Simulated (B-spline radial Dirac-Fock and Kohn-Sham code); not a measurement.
**Auger decay of the L1 hole in Cr⁴⁺**

System: chromium as Cr⁴⁺, configuration [Ar] 3d2.

Model: one-electron (LDA, Dirac) transition rates at Dirac-Fock energies. Program: a radial finite-basis atomic code. Kinetic energies are configuration averages from the vacuum level; the two-hole energies are estimated from single-hole states.

| transition | kinetic energy (eV) | width (meV) | share (%) |
| --- | --- | --- | --- |
| L1-L2M5 | 20.78 | 245 | 16.8 |
| L1-L2M4 | 21.05 | 146 | 10.0 |
| L1-L3M4 | 29.10 | 343 | 23.5 |
| L1-L3M5 | 29.44 | 483 | 33.1 |
| L1-M1M1 | 451.3 | 29.7 | 2.0 |
| L1-M1M2 | 490.3 | 54.5 | 3.7 |
| L1-M1M3 | 491.5 | 107 | 7.3 |
| L1-M1M4 | 536.6 | 13.0 | 0.9 |
| L1-M1M5 | 536.7 | 19.2 | 1.3 |

Coster-Kronig rates are the weakest part of this model and often come out 1.5 to 2.5 times too large. The listed channels hold 99 % of the non-radiative rate. Summed by principal shells, of 1.46 eV in all: LLM 83.4 %, LMM 16.6 %.

Values without a named source are computed, but for edge energies of neutral atoms, which are taken from tables.
